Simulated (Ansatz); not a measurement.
Abridged output of a molecular run in Ansatz:

```
Functional definition: HF
890 factors; integrals over basis functions are off by at most 1.3e-3 eV
mean field evaluation 1: about -10605.4313 eV, gradient 3.7e1 eV
mean field evaluation 2: about -10605.5008 eV, gradient 3.7e1 eV
mean field evaluation 4: about -10608.4001 eV, gradient 2.6e0 eV
mean field evaluation 8: about -10608.4374 eV, gradient 2.0e-1 eV
mean field -10608.43753254 eV, -389.8528886636 hartree, gradient 1.2e-6 eV, S^2 0.000000; 0 other end points of the search recorded, 0 dependent functions left out
7 core orbitals not correlated: weight in the atoms' cores, before any rotation towards them, 1.000 or more for the frozen orbitals, at most 0.000 for the correlated occupied ones
reference -10608.43753254 eV, -389.8528886636 hartree; 16, 16 occupied and 60, 60 virtual orbitals, 890 factors
second order -14.69770777 eV of doubles, -0.00000000 eV of singles
cycle   1  -14.99904813 eV  change   -3.0e-1 eV  update   1.0e-1
cycle   2  -15.40588327 eV  change   -4.1e-1 eV  update   3.1e-2
cycle   3  -15.51325830 eV  change   -1.1e-1 eV  update   1.7e-2
cycle   4  -15.50875975 eV  change    4.5e-3 eV  update   4.2e-3
cycle   5  -15.50614020 eV  change    2.6e-3 eV  update   1.8e-3
cycle   6  -15.50635899 eV  change   -2.2e-4 eV  update   5.6e-4
cycle   7  -15.50626289 eV  change    9.6e-5 eV  update   2.2e-4
cycle   8  -15.50614561 eV  change    1.2e-4 eV  update   9.0e-5
cycle   9  -15.50615886 eV  change   -1.3e-5 eV  update   4.5e-5
cycle  10  -15.50618512 eV  change   -2.6e-5 eV  update   1.9e-5
perturbative correction -0.36252247 eV, -0.0133224552 hartree
Total energy: -10624.30624013 eV, -390.4360529114 hartree
```

Its atoms:

Cartesian coordinates in Å:
```
O 1.7333 -0.9820 -0.1665
B 0.9272 -0.0468 0.3819
F 1.4916 0.6729 1.3518
In -1.2434 0.4708 -0.1109
H 1.3269 -1.4998 -0.8627
H -1.6592 1.6766 -1.2801
H -2.5763 -0.2918 0.6865
```

Problem. Which basis set was used?
A. def2-TZVPP
B. def2-SVPD
C. cc-pV(Q+d)Z
D. def2-SVP

Solution. D. It gives 83 functions.

Problem. Write the keys of the input that set method, charge and spin (a neutral closed shell needs none for the last two).

Solution. 
```yaml
correlation: {method: ccsd_t}
```
